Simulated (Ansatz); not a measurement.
C3H6OZn can be A, `C=[C](C)[Zn][OH]`, or B, `[ZnH][CH2]C1CO1`.

Program: Ansatz. Geometries: PBE0-D4/def2-TZVP. ΔE: electronic, gas phase. CCSD(T)/CBS adds triple-zeta CCSD(T) − MP2 to the extrapolated MP2 energy (def2 sets, frozen cores). DFT in def2-TZVPP. B3LYP here is the variant with VWN-RPA as its local correlation; programs differ in this. For Zn outer-core shells are correlated without core-valence functions, which leaves a few kJ/mol of doubt a bond. Scalar relativity is left out up to krypton. Each species was taken in one conformer, which may not be the lowest.

A:

```xyz
11

C    -0.300   -1.007   -1.244
C    -0.082   -0.333   -0.115
C    -0.459   -0.922    1.212
Zn    0.720    1.405   -0.225
O     1.564    2.965   -0.336
H    -0.755   -1.999   -1.231
H    -0.043   -0.622   -2.226
H     0.410   -1.016    1.869
H    -1.177   -0.287    1.741
H    -0.906   -1.915    1.097
H     1.028    3.732   -0.542
```

B:

```xyz
11

Zn   -0.011    1.462    1.308
C    -0.295    0.995   -0.590
C     0.357   -0.342   -0.710
C    -0.116   -1.488    0.058
O     1.048   -0.792    0.486
H     0.173    1.907    2.774
H    -1.348    0.961   -0.879
H     0.193    1.733   -1.234
H     0.931   -0.567   -1.608
H    -0.992   -1.370    0.694
H     0.060   -2.499   -0.298
```

(1) Which isomer does CCSD(T)/CBS put lower? Give the gap. (An estimate is asked.)

(2) Give E(B) − E(A) in kJ/mol with MP2/def2-TZVPP, PBE-D4, B2PLYP, r2SCAN-D4, HF/def2-TZVPP, CCSD/def2-TZVPP, B3LYP-D4. (Best estimate.)

Largest T1 diagnostic: 0.015.

## Answers

(1) The calculation gave: A, by 166.6 kJ/mol.

(2) Ansatz gave: MP2/def2-TZVPP 161.9, PBE-D4 142.4, B2PLYP 165.9, r2SCAN-D4 147.5, HF/def2-TZVPP 164.5, CCSD/def2-TZVPP 158.1, B3LYP-D4 161.4. None reverses the order clearly.

From PBE to PBE0 (25 % exact exchange), in def2-TZVPP and without D4, E(B) − E(A) moves by −4.6 kJ/mol. The D4 term adds −3.7 kJ/mol with B3LYP and −1.8 kJ/mol with PBE0; it sums over pairs of atoms, weighted by their polarisabilities, and B3LYP, whose exchange is more repulsive, gets the larger term.
